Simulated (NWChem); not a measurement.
System: C3H2F4; SMILES C1C(F)(C1(F)F)F

Output (shortened):

```
             Northwest Computational Chemistry Package (NWChem) 7.3.0
             --------------------------------------------------------

                             Geometry "geometry" -> ""
                             -------------------------

 Output coordinates in angstroms (scale by  1.889725989 to convert to a.u.)

  No.       Tag          Charge          X              Y              Z
 ---- ---------------- ---------- -------------- -------------- --------------
    1 F                    9.0000    -1.09820700     1.39405400    -0.33716100
    2 C                    6.0000     0.00000000     0.74140800     0.03376000
    3 F                    9.0000     1.09820700     1.39405400    -0.33716100
    4 C                    6.0000     0.00000000     0.00000000     1.34192700
    5 C                    6.0000     0.00000000    -0.74140800     0.03376000
    6 F                    9.0000     1.09820700    -1.39405400    -0.33716100
    7 F                    9.0000    -1.09820700    -1.39405400    -0.33716100
    8 H                    1.0000     0.93322400     0.00000000     1.91187500
    9 H                    1.0000    -0.93322400     0.00000000     1.91187500

 Effective nuclear repulsion energy (a.u.)     336.5658165039

                                 NWChem DFT Module
                                 -----------------

 Summary of "ao basis" -> "ao basis" (spherical)
 ------------------------------------------------------------------------------
       Tag                 Description            Shells   Functions and Types
 ---------------- ------------------------------  ------  ---------------------
 F                          def2-svp                 6       14   3s2p1d
 C                          def2-svp                 6       14   3s2p1d
 H                          def2-svp                 3        5   2s1p

            General Information
            -------------------
          SCF calculation type: DFT
          Wavefunction type:  closed shell.
          No. of atoms     :     9
          No. of electrons :    56
           Alpha electrons :    28
            Beta electrons :    28
          Charge           :     0
          Spin multiplicity:     1
          Use of symmetry is: off; symmetry adaption is: off
          Maximum number of iterations: 150
          AO basis - number of functions:   108
                     number of shells:    48
          Convergence on energy requested:  1.00D-06
          Convergence on density requested:  1.00D-05
          Convergence on gradient requested:  5.00D-04

              XC Information
              --------------
                         B3LYP Method XC Potential
                     Hartree-Fock (Exact) Exchange  0.200
                        Slater Exchange Functional  0.800 local
                    Becke 1988 Exchange Functional  0.720 non-local
              Lee-Yang-Parr Correlation Functional  0.810
                  VWN I RPA Correlation Functional  0.190 local

             Grid Information
             ----------------
          Grid used for XC integration:  medium
          Radial quadrature: Mura-Knowles
          Angular quadrature: Lebedev.
          Tag              B.-S. Rad. Rad. Pts. Rad. Cut. Ang. Pts.
          ---              ---------- --------- --------- ---------
          F                   0.50       49           9.0       434
          C                   0.70       49           8.0       434
          H                   0.35       45           8.0       434
          Grid pruning is: on
          Number of quadrature shells:   433
          Spatial weights used:  Erf1

      Superposition of Atomic Density Guess
      -------------------------------------

 Sum of atomic energies:        -511.04303507

      Non-variational initial energy
      ------------------------------

 Total energy =    -514.021884
 1-e energy   =   -1379.011044
 2-e energy   =     528.423343
 HOMO         =      -0.260034
 LUMO         =       0.111206

     ---------------------------------------------
      Total Density - Mulliken Population Analysis
     ---------------------------------------------

    Atom       Charge   Shell Charges
 -----------   ------   -------------------------------------------------------
    1 F    9     9.38   1.99  1.14  0.76  3.45  2.04  0.01
    2 C    6     5.19   1.99  0.86  0.26  1.52  0.44  0.12
    3 F    9     9.38   1.99  1.14  0.76  3.45  2.04  0.01
    4 C    6     6.36   1.99  0.98  0.25  2.11  1.01  0.03
    5 C    6     5.19   1.99  0.86  0.26  1.52  0.44  0.12
    6 F    9     9.38   1.99  1.14  0.76  3.45  2.04  0.01
    7 F    9     9.38   1.99  1.14  0.76  3.45  2.04  0.01
    8 H    1     0.87   0.65  0.19  0.02
    9 H    1     0.87   0.65  0.19  0.02

   convergence    iter        energy       DeltaE   RMS-Dens  Diis-err
 ---------------- ----- ----------------- --------- --------- ---------
 d= 0,ls=0.0,diis     1   -514.2454235767 -8.51D+02  1.99D-02  1.75D+00
 d= 0,ls=0.0,diis     2   -514.1178950099  1.28D-01  1.05D-02  3.59D+00
 d= 0,ls=0.0,diis     3   -514.4319438972 -3.14D-01  1.60D-03  5.17D-02
 d= 0,ls=0.0,diis     4   -514.4351439465 -3.20D-03  9.32D-04  7.57D-03
 d= 0,ls=0.0,diis     5   -514.4357689780 -6.25D-04  2.29D-04  4.30D-04
  Resetting Diis
 d= 0,ls=0.0,diis     6   -514.4358239526 -5.50D-05  3.38D-05  1.68D-05
 d= 0,ls=0.0,diis     7   -514.4358259971 -2.04D-06  1.02D-05  4.02D-07
 d= 0,ls=0.0,diis     8   -514.4358260056 -8.42D-09  4.32D-06  3.32D-07

         Total DFT energy =     -514.435826005561
      One electron energy =    -1380.520255369423
           Coulomb energy =      588.431062431005
    Exchange-Corr. energy =      -58.912449571086
 Nuclear repulsion energy =      336.565816503942

 Numeric. integr. density =       56.000009131925

                       DFT Final Molecular Orbital Analysis
                       ------------------------------------

 Vector   26  Occ=2.000000D+00  E=-4.213146D-01
              MO Center= -2.4D-08,  1.3D-06,  2.9D-01, r^2= 3.7D+00
   Bfn.  Coefficient  Atom+Function         Bfn.  Coefficient  Atom+Function
  ----- ------------  ---------------      ----- ------------  ---------------
    46      0.268304  4 C  px                 6     -0.207225  1 F  pz
    34      0.207225  3 F  pz                76      0.207225  6 F  pz
    90     -0.207225  7 F  pz                99      0.203156  8 H  s
   104     -0.203156  9 H  s                  4      0.174320  1 F  px
    32      0.174320  3 F  px                74      0.174319  6 F  px

 Vector   27  Occ=2.000000D+00  E=-3.416930D-01
              MO Center= -4.2D-09,  2.5D-10,  5.5D-01, r^2= 2.4D+00
   Bfn.  Coefficient  Atom+Function         Bfn.  Coefficient  Atom+Function
  ----- ------------  ---------------      ----- ------------  ---------------
    47      0.430209  4 C  py                17      0.270746  2 C  s
    59     -0.270747  5 C  s                 50      0.233274  4 C  py
    20      0.222891  2 C  pz                62     -0.222891  5 C  pz
     6      0.215839  1 F  pz                34      0.215839  3 F  pz
    76     -0.215839  6 F  pz                90     -0.215839  7 F  pz

 Vector   28  Occ=2.000000D+00  E=-3.012200D-01
              MO Center=  1.6D-10,  3.6D-09,  6.2D-02, r^2= 2.4D+00
   Bfn.  Coefficient  Atom+Function         Bfn.  Coefficient  Atom+Function
  ----- ------------  ---------------      ----- ------------  ---------------
    45      0.486810  4 C  s                 20      0.275411  2 C  pz
    62      0.275411  5 C  pz                51     -0.267702  4 C  pz
    17     -0.251109  2 C  s                 59     -0.251109  5 C  s
    48     -0.246872  4 C  pz                19      0.242299  2 C  py
    61     -0.242299  5 C  py                 6      0.173271  1 F  pz

 Vector   29  Occ=0.000000D+00  E= 3.692466D-02
              MO Center= -1.1D-10,  6.3D-10,  8.7D-01, r^2= 3.5D+00
   Bfn.  Coefficient  Atom+Function         Bfn.  Coefficient  Atom+Function
  ----- ------------  ---------------      ----- ------------  ---------------
   100      0.891455  8 H  s                105     -0.891455  9 H  s
    49     -0.580567  4 C  px                18     -0.317329  2 C  px
    60     -0.317329  5 C  px                21     -0.315679  2 C  px
    63     -0.315679  5 C  px                 3     -0.199617  1 F  s
    31      0.199617  3 F  s                 73      0.199617  6 F  s

 Vector   30  Occ=0.000000D+00  E= 7.639153D-02
              MO Center=  1.2D-08, -5.7D-11,  2.1D+00, r^2= 3.9D+00
   Bfn.  Coefficient  Atom+Function         Bfn.  Coefficient  Atom+Function
  ----- ------------  ---------------      ----- ------------  ---------------
    45      2.466403  4 C  s                100     -1.525652  8 H  s
   105     -1.525652  9 H  s                 51      0.477526  4 C  pz
    17     -0.311842  2 C  s                 59     -0.311842  5 C  s
    44      0.245004  4 C  s                 48      0.213270  4 C  pz
    23     -0.140911  2 C  pz                65     -0.140911  5 C  pz

 Vector   31  Occ=0.000000D+00  E= 1.225779D-01
              MO Center= -5.3D-10,  5.5D-07,  9.0D-01, r^2= 2.3D+00
   Bfn.  Coefficient  Atom+Function         Bfn.  Coefficient  Atom+Function
  ----- ------------  ---------------      ----- ------------  ---------------
    50     -1.184876  4 C  py                17      1.106738  2 C  s
    59     -1.106735  5 C  s                 23      0.729693  2 C  pz
    65     -0.729694  5 C  pz                20      0.438448  2 C  pz
    62     -0.438448  5 C  pz                47     -0.341859  4 C  py
    22     -0.177174  2 C  py                64     -0.177175  5 C  py

     ---------------------------------------------
      Total Density - Mulliken Population Analysis
     ---------------------------------------------

    Atom       Charge   Shell Charges
 -----------   ------   -------------------------------------------------------
    1 F    9     9.17   1.99  1.14  0.76  3.36  1.91  0.01
    2 C    6     5.69   1.98  0.92  0.13  2.03  0.49  0.14
    3 F    9     9.17   1.99  1.14  0.76  3.36  1.91  0.01
    4 C    6     6.10   1.98  0.91  0.20  2.17  0.81  0.03
    5 C    6     5.69   1.98  0.92  0.13  2.03  0.49  0.14
    6 F    9     9.17   1.99  1.14  0.76  3.36  1.91  0.01
    7 F    9     9.17   1.99  1.14  0.76  3.36  1.91  0.01
    8 H    1     0.93   0.73  0.18  0.02
    9 H    1     0.93   0.73  0.18  0.02

     -------------------------------------------
      Total Density - Lowdin Population Analysis
     -------------------------------------------

    Atom       Charge   Shell Charges
 -----------   ------   -------------------------------------------------------
    1 F    9     9.05   1.98  1.02  0.73  3.22  2.09  0.01
    2 C    6     5.91   1.96  0.58  0.26  1.84  0.95  0.31
    3 F    9     9.05   1.98  1.02  0.73  3.22  2.09  0.01
    4 C    6     6.07   1.96  0.59  0.30  1.96  1.17  0.08
    5 C    6     5.91   1.96  0.58  0.26  1.84  0.95  0.31
    6 F    9     9.05   1.98  1.02  0.73  3.22  2.09  0.01
    7 F    9     9.05   1.98  1.02  0.73  3.22  2.09  0.01
    8 H    1     0.95   0.62  0.26  0.07
    9 H    1     0.95   0.62  0.26  0.07

     Multipole analysis of the density
     ---------------------------------

     L   x y z        total         alpha         beta         nuclear
     -   - - -        -----         -----         ----         -------
     0   0 0 0     -0.000000    -28.000000    -28.000000     56.000000

     1   1 0 0     -0.000000     -0.000000     -0.000000      0.000000
     1   0 1 0      0.000000      0.000000      0.000000      0.000000
     1   0 0 1      0.724516      0.227487      0.227487      0.269543

     2   2 0 0    -28.452812    -94.860903    -94.860903    161.268994
     2   1 1 0      0.000000      0.000000      0.000000      0.000000
     2   1 0 1      0.000000      0.000000      0.000000      0.000000
     2   0 2 0    -29.734064   -151.564063   -151.564063    273.394062
     2   0 1 1      0.000000      0.000000      0.000000      0.000000
     2   0 0 2    -25.117946    -52.235656    -52.235656     79.353366

                     NWChem Electrostatic Potential Fit Module
                     -----------------------------------------

 Atom parameters

 Number of atoms is                                    9
 Number of basis functions is                        108

 Grid parameters

 Maximum number of grid points is                  36793
 Number of grid points is                          36792
 Grid range                                     0.300000 nm
 Grid spacing                                   0.020000 nm
 Probe radius                                   0.070000 nm
 Atom radius factor                             1.000000

 Atomic radii

    1    0.100000
    6    0.147000
    9    0.128000
 FASTESP  F
  using M.O. file = ./job.movecs

    Atom              Coordinates                           Charge

                                                  ESP

    1 F    -0.109821    0.139405   -0.033716   -0.223843
    2 C     0.000000    0.074141    0.003376    0.477488
    3 F     0.109821    0.139405   -0.033716   -0.223587
    4 C     0.000000    0.000000    0.134193   -0.313623
    5 C     0.000000   -0.074141    0.003376    0.476073
    6 F     0.109821   -0.139405   -0.033716   -0.223561
    7 F    -0.109821   -0.139405   -0.033716   -0.222894
    8 H     0.093322    0.000000    0.191188    0.127123
    9 H    -0.093322    0.000000    0.191188    0.126825
                                            ------------
                                               -0.000000

 Dipole moment                                  0.752552

 Quadrupole moment Qxx                         -1.977072
                   Qyy                         -5.791958
                   Qzz                          7.769030

 RMS deviation kJ/mol                           0.049806

 RRMS %                                        25.572019
```

Level: B3LYP/def2-SVP. Structure relaxed at the PBE0/def2-SVP level. B3LYP is NWChem's, with the RPA form of VWN correlation.

Problem. Write an input that gives this output.

Solution. Several could match; the one computed here: the input that was run:
```
start job
memory heap 200 mb stack 900 mb global 1100 mb
geometry units angstroms noautosym nocenter noautoz
  F     -1.098207     1.394054    -0.337161
  C      0.000000     0.741408     0.033760
  F      1.098207     1.394054    -0.337161
  C      0.000000     0.000000     1.341927
  C      0.000000    -0.741408     0.033760
  F      1.098207    -1.394054    -0.337161
  F     -1.098207    -1.394054    -0.337161
  H      0.933224     0.000000     1.911875
  H     -0.933224     0.000000     1.911875
end
basis spherical
  * library def2-svp
end
dft
  xc b3lyp
  iterations 150
  mulliken
end
task dft energy
esp
  recalculate
  probe 0.07
  range 0.3
  factor 1.0
  spacing 0.02
end
task esp
```
